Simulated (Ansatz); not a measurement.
System: TaO₂, net charge 0, doublet state. SMILES: [O]=[Ta]=[O]
Coordinates optimised at B3LYP-D3(BJ)/def2-TZVP (Ansatz, a first-principles code):
```
Ta
O 1 1.7314
O 1 1.7314 2 105.76
```
Charge 0, spin multiplicity 2.

Property: size of the dipole moment, in D. Set-up: no dispersion term unless named; LANL2DZ with its own core potentials from Na on; open shells spin-unrestricted; spin-orbit terms left out; def2 sets with scalar-relativistic core potentials past Kr; 6-31G* and kin with 6d, 5d where marked. First-principles rows: single points at B3LYP-D3(BJ) geometries (Ansatz).

```csv
level,program,size of the dipole moment (D)
PBE/def2-SVP,Ansatz,5.05
PBE/6-31G* with LANL2DZ past Ar,Ansatz,4.67
BLYP/6-31G* with LANL2DZ past Ar,Ansatz,4.59
B3LYP/LANL2DZ,Ansatz,5.69
B3LYP/def2-SVP,Ansatz,5.50
PBE0/6-31G* with LANL2DZ past Ar,Ansatz,5.33
```

No value to compare with is used here. The 6 habitual levels span 4.59 (BLYP/6-31G* with LANL2DZ past Ar) to 5.69 D (B3LYP/LANL2DZ).

The levels are drawn from those run, B3LYP/6-31G* more often than the rest, none by its result; left out are runs that failed, that the program found above a lower state of the same kind, or whose <S^2> lies over 0.5 above the pure value.
